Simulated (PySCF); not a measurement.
C4H7FO3.
SMILES: `C(=O)O[C@@](C)(OC)F`

Vertical excitations from PySCF (density fitting, frozen core in the response, grid level 2 and gas phase unless stated; continuum runs use non-equilibrium linear response for the excitations) on a GFN2-xTB geometry. Reference run:

```
                   settings    S1, eV (f)    S2, eV (f)    S3, eV (f)    S4, eV (f)    S5, eV (f)    S6, eV (f)  T1, eV (Tamm–Dancoff)  mean α (au)
WP04/6-31G, TDA, 6 singlets  5.70 (0.002)  6.72 (0.009)  7.56 (0.002)  8.07 (0.000)  8.48 (0.093)  8.72 (0.035)                      –         47.0
```

Q: What do these settings give: wB97X-D/6-31++G**, IEF-PCM acetonitrile, full TDDFT, 12 singlets?

A: 
| settings | S1, eV (f) | S2, eV (f) | S3, eV (f) | S4, eV (f) | S5, eV (f) | S6, eV (f) | T1, eV (Tamm–Dancoff) | mean α (au) |
| --- | --- | --- | --- | --- | --- | --- | --- | --- |
| wB97X-D/6-31++G**, IEF-PCM acetonitrile, full TDDFT, 12 singlets | 5.98 (0.002) | 8.20 (0.021) | 8.28 (0.095) | 8.40 (0.003) | 8.70 (0.092) | 8.76 (0.005) | 5.48 | 73.1 |

S1 moves by +0.28 eV; functional, basis, environment and response scheme change together, so the shift can't be laid on one. States are counted by energy in each run and needn't keep their character from row to row.

All basis functions are spherical, in the Pople sets too. WP04 was designed for NMR shieldings or shifts; total energies of different functionals aren't comparable.

Q: Give the leading configurations of S1 (H = HOMO, L = LUMO) and the HOMO–LUMO gap of each run.

A: 
| settings | S1 configurations (weight) | S1 (eV) | orbital gap (eV) | S1 − gap (eV) |
| --- | --- | --- | --- | --- |
| WP04/6-31G, TDA, 6 singlets | H→L 0.93 | 5.70 | 6.80 | -1.10 |
| wB97X-D/6-31++G**, IEF-PCM acetonitrile, full TDDFT, 12 singlets | H→L+1 0.73, H−1→L+1 0.20 | 5.98 | 11.81 | -5.83 |

The species at its GFN2-xTB geometry (one conformer only).

Shape of the structure used: `[CH3:1][O:2][C@@:3]([CH3:4])([F:5])[O:6][CH:7]=[O:8]`: C1–O2–C3–C4 -177°, O2–C3–O6–C7 178°, C3–O6–C7–O8 -2°.

wB97X-D is run here without its empirical dispersion term; that term would change no orbital, density or response property at a fixed geometry.
